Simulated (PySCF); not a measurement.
**Variants of one PySCF input: GeC**

Base input, run as `OMP_NUM_THREADS=1 python input.py` with PySCF 2.14:

```python
from pyscf import gto, dft

mol = gto.M(
    atom='Ge 0 0 0; C 0 0 1.87',
    basis='def2-svpd',
    charge=0,
    spin=2,
    verbose=4,
)
mf = dft.UKS(mol, xc='blyp')
mf.kernel()
mf.stability(internal=True, external=True)
mf.dip_moment()
print('orbital energies (hartree):', [e[max(0, n-3):n+3].round(4) for e, n in zip(mf.mo_energy, mol.nelec)])
```

Base result: E(SCF) = -2114.673195 Eh, 12 cycles, ⟨S²⟩ = 2.022, μz(SCF) = -2.09 D, internal stable; real -> complex stable. The bond length is a typed value, not an optimised one. No search for the lowest solution was made.

It ran on Arm Neoverse V1 (1 thread, shared host) in 13 s, peak memory 0.27 GiB.

Each row names what differs from the base; energies in brackets are changes from the base.

| change | result | wall time (s) |
| --- | --- | --- |
| basis set: def2-svpd → 6-31g | E(SCF) = -2114.595175 Eh (+2.1230 eV), 12 cycles, ⟨S²⟩ = 2.025, μz(SCF) = -1.48 D, internal stable; real -> complex stable | 5.9 |
| spin-free X2C: off → on [basis contracted without relativity] | E(SCF) = -2131.822386 Eh, 12 cycles, ⟨S²⟩ = 2.022, μz(SCF) = -2.13 D, internal stable; real -> complex stable | 13 |
| electric field along z (a.u.): none → 0.01 | E(SCF) = -2114.668170 Eh (+0.1367 eV), 12 cycles, ⟨S²⟩ = 2.030, μz(SCF) = -0.46 D, internal stable; real -> complex stable | 13 |
| geometry: bond 1.87 → bond 1.646 | E(SCF) = -2114.655367 Eh (+0.4851 eV), 11 cycles, ⟨S²⟩ = 2.010, μz(SCF) = -1.69 D, internal stable; real -> complex stable | 11 |
| second-order solver: off → on | E(SCF) = -2114.673195 Eh (+0.0000 eV), 3 cycles, ⟨S²⟩ = 2.022, μz(SCF) = -2.08 D, internal stable; real -> complex stable | 17 |
| integration grid: default → 2 | E(SCF) = -2114.673192 Eh (+0.0001 eV), 12 cycles, ⟨S²⟩ = 2.022, μz(SCF) = -2.09 D, internal stable; real -> complex stable | 9.7 |
| length unit: angstrom → bohr [unsound on purpose] | E(SCF) = -2113.205281 Eh (+39.9440 eV), 11 cycles, ⟨S²⟩ = 2.003, μz(SCF) = -1.44 D, internal stable; real -> complex stable | 17 |
| geometry: bond 1.87 → bond 1.814 | E(SCF) = -2114.673958 Eh (-0.0208 eV), 12 cycles, ⟨S²⟩ = 2.018, μz(SCF) = -1.99 D, internal stable; real -> complex stable | 13 |
| step after the SCF: stability → ccsd; SCF type: UKS → UHF; functional: blyp → none (Hartree–Fock); frozen orbitals: default → 10 [an earlier cycle lay lower, so not the lowest solution of its kind] | E(SCF) = -2112.751054 Eh, E(CCSD) − E(SCF) = -0.32474 Eh, ⟨S²⟩ = 2.139, μz(SCF) = -1.97 D | 11 |
| charge: 0 → 1; spin (2S): 2 → 1 [spin-contaminated] | not converged: SCF after 50 cycles | 22 |

Order these changes by how far they move the SCF energy from the base, largest first: (1) electric field along z (a.u.): none → 0.01; (2) geometry: bond 1.87 → bond 1.646; (3) geometry: bond 1.87 → bond 1.814; (4) integration grid: default → 2.

(2) +0.4851 eV, (1) +0.1367 eV, (3) -0.0208 eV, (4) +0.0001 eV.
